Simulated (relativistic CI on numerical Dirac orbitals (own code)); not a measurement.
One change at a time: Bi71+

Base calculation: Dirac-Coulomb-Breit CI, separate exchange-only KLI orbitals for each configuration, QED by a radiative potential, unscaled Slater integrals.

CI space (outside the closed core [Ne]): 3s2, 3s 3p, 3p2, 3s 3d, 3d2, 3p 3d, 3p 4s, 3d 4s, 3s 4s, 3s 4p, 3s 4d, 3s 4f, 3s 5s, 3s 5p, 3s 5d, 4s2. Levels of other configurations are missing.

The lowest level and the first level of each name with at least 55 % of one term (blank where a level has no safe partner in the second run):

```
      Level  Base (eV)  Shift (eV)
   3s2 1S_0       0.00        0.00
3s 3p 3P°_0     168.74       -6.52
3s 3p 3P°_1     187.71       -5.92
   3p2 3P_0     401.91      -13.17
3s 3p 3P°_2     809.52       +0.72
3s 3p 1P°_1     853.03       +0.35
   3p2 3P_1    1025.69       -6.24
 3s 3d 3D_1    1056.84       +2.22
 3s 3d 3D_2    1075.32       +1.53
 3s 3d 3D_3    1198.18       +6.33
 3s 3d 1D_2    1218.08       +5.54
3p 3d 3F°_2    1238.05       -3.69
   3p2 3P_2    1674.32       +0.88
   3p2 1S_0    1697.16       -0.01
3p 3d 3P°_0    1906.80       +1.53
3p 3d 3P°_1    1907.26       +2.50
3p 3d 3F°_4    2022.81       +6.82
3p 3d 3D°_3    2057.48       +6.51
3p 3d 1P°_1    2072.69       +5.28
   3d2 3F_2    2130.05       +4.54
   3d2 3P_0    2161.84       +2.89
   3d2 3F_3    2266.31       +8.25
```

At this charge energies of transitions that change n are usually good to better than 1 %, and those within a shell (Δn = 0) to a few per cent.

Problem. One thing was changed in a second run, which moved the levels as shown. Which?
A. QED terms removed
B. Breit term removed
C. non-relativistic limit
D. configuration mixing switched off

Solution. B. Breit term removed. The Breit term mainly narrows fine-structure intervals, so removing it widens them.

LS names give the leading component of a level, which can be under half, so a name can repeat, a term be missing and a line seem to break the LS rules.
